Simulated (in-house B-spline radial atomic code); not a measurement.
Radial electron density of C, [He] 2s1 2p2 3d1. Method: non-relativistic B97-1, spin-polarised, spherical fractional occupations, exact exchange averaged over the configuration, point nucleus. Calculated with an all-electron radial atomic-structure program (B-spline basis).

Columns: r (bohr), 4πr²n(r) (electrons per bohr), bar.

```
  0.0108   0.1622 #
  0.0132   0.2354 ##
  0.0161   0.3383 ##
  0.0196   0.4807 ###
  0.0238   0.6739 #####
   0.029   0.9402 #######
  0.0353    1.292 #########
   0.043    1.748 ############
  0.0523    2.315 #################
  0.0636    2.993 #####################
  0.0775     3.77 ###########################
  0.0943    4.578 #################################
   0.115    5.341 ######################################
    0.14    5.915 ##########################################
    0.17    6.167 ############################################
   0.207    5.991 ###########################################
   0.252    5.354 ######################################
   0.307    4.351 ###############################
   0.373    3.235 #######################
   0.455    2.262 ################
   0.553    1.698 ############
   0.674    1.577 ###########
    0.82    1.756 #############
   0.998    1.978 ##############
    1.22    2.008 ##############
    1.48    1.738 ############
     1.8    1.243 #########
    2.19   0.7177 #####
    2.67    0.327 ##
    3.25   0.1268 #
    3.95  0.05362 
    4.81   0.0484 
    5.86  0.07583 #
    7.13  0.09835 #
    8.68   0.1203 #
    10.6   0.1102 #
    12.9  0.05886 
    15.7  0.02361 
    19.1  0.00705 
    23.2 0.001423 
    28.2 0.0001582 
    34.4 8.214e-06
```

On this grid the curve has 3 maxima, near 0.17, 1.22, 8.68 bohr.

The 2p up radial function P(r) = rR(r), positive near the nucleus:

| r (bohr) | P |
| --- | --- |
| 0.0108 | 0.0008258 |
| 0.0161 | 0.001806 |
| 0.0238 | 0.003858 |
| 0.0353 | 0.008205 |
| 0.0523 | 0.01714 |
| 0.0775 | 0.03503 |
| 0.115 | 0.0695 |
| 0.17 | 0.1311 |
| 0.252 | 0.2341 |
| 0.373 | 0.3852 |
| 0.553 | 0.5727 |
| 0.82 | 0.7433 |
| 1.22 | 0.791 |
| 1.8 | 0.633 |
| 2.67 | 0.3381 |
| 3.95 | 0.1072 |
| 5.86 | 0.01641 |
| 8.68 | 0.0009431 |
